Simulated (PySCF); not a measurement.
HgI, SMILES [Hg+][I], charge +1. Heavy atoms are numbered as in [Hg+:1][I:2].

Geometry: r2SCAN-D4/def2-TZVP. The multiplicity is an assumed one; other spin states were not compared. The def2 effective core potentials stand for the cores of Hg, I; spin–orbit coupling is left out.

The numbers are results of r2SCAN/def2-TZVPD run with PySCF, not measurements.

Mulliken values depend strongly on the basis, most of all with diffuse functions as here. ESP charges are fitted to the potential on shells at 1.4 to 2.0 van der Waals radii. Atomic charges (e), one atom of each kind:

| atom | Mulliken | ESP fit |
|---|---|---|
| Hg1 | 0.82 | 0.83 |
| I2 | 0.18 | 0.17 |
